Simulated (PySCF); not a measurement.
Isomers of C5H4F4O2. Theory: TDDFT wB97X-D/def2-SVPD, vertical, gas phase, core orbitals frozen in the response (PySCF). Geometries: PBE0-D3(BJ)/def2-SVP; one conformer of each isolated species. Triplets are in the Tamm–Dancoff approximation.

**Question.** Rank by computed lowest singlet excitation energy, highest first.
A. `O=C1CO[C@@H]1[C@H](F)C(F)(F)F`
B. `FC(F)OC1(OC(F)F)C=C1`
C. `F[C@@H]1C=CO[C@@H]1OC(F)(F)F`
D. `FC(O/C(=C/O/C=C/F)F)F`
E. `O=C1O[C@@H](F)[C@H]1CC(F)(F)F`
F. `O=C([C@@H]1OC[C@@H]1F)C(F)(F)F`

**Answer.** B (6.51 eV), C (6.29 eV), D (6.13 eV), E (5.96 eV), A (4.40 eV), F (4.09 eV).

| SMILES | S1 (eV) | HOMO (eV) | gap (eV) | first f ≥ 0.01 (nm) | α (au) | LUMO (eV) | S1 mainly |
| --- | --- | --- | --- | --- | --- | --- | --- |
| FC(F)OC1(OC(F)F)C=C1 | 6.51 | -10.75 | 11.72 | 165 | 66.6 | 0.97 | H→L (56%) |
| F[C@@H]1C=CO[C@@H]1OC(F)(F)F | 6.29 | -9.30 | 10.65 | 197 | 67.1 | 1.35 | H→L (94%) |
| F/C=C/O/C=C(\F)OC(F)F | 6.13 | -8.41 | 10.22 | 202 | 78.1 | 1.82 | H→L+1 (56%) |
| O=C1O[C@@H](F)[C@H]1CC(F)(F)F | 5.96 | -10.90 | 12.01 | 148 | 65.1 | 1.11 | H→L (92%) |
| O=C1CO[C@@H]1[C@H](F)C(F)(F)F | 4.40 | -10.10 | 10.43 | 153 | 65.7 | 0.33 | H→L (97%) |
| O=C([C@@H]1OC[C@@H]1F)C(F)(F)F | 4.09 | -10.08 | 9.80 | 178 | 65.0 | -0.28 | H→L (77%) |

H and L stand for HOMO and LUMO.

- `FC(F)OC1(OC(F)F)C=C1`: Löwdin shares by element: HOMO carbon 42% or more, oxygen 37% (atoms not listed hold the other 21%); LUMO carbon 76% or more, hydrogen 14% or more.
- `F[C@@H]1C=CO[C@@H]1OC(F)(F)F`: Löwdin shares by element: HOMO carbon 62% or more, oxygen 25% or more; LUMO carbon 63% or more, oxygen 8% or more (atoms not listed hold the other 29%).
- `F/C=C/O/C=C(\F)OC(F)F`: Löwdin shares by element: HOMO carbon 45% or more, oxygen 22% or more (atoms not listed hold the other 33%); LUMO carbon 72% or more (atoms not listed hold the other 28%).
- `O=C1O[C@@H](F)[C@H]1CC(F)(F)F`: S1 has the pattern of n→π* at C=O.
- `O=C1CO[C@@H]1[C@H](F)C(F)(F)F`: S1 has the pattern of n→π* at C=O.
- `O=C([C@@H]1OC[C@@H]1F)C(F)(F)F`: Löwdin shares by element: HOMO oxygen 58%, carbon 18% or more (atoms not listed hold the other 24%); LUMO carbon 48% or more, oxygen 33% or more (atoms not listed hold the other 18%).
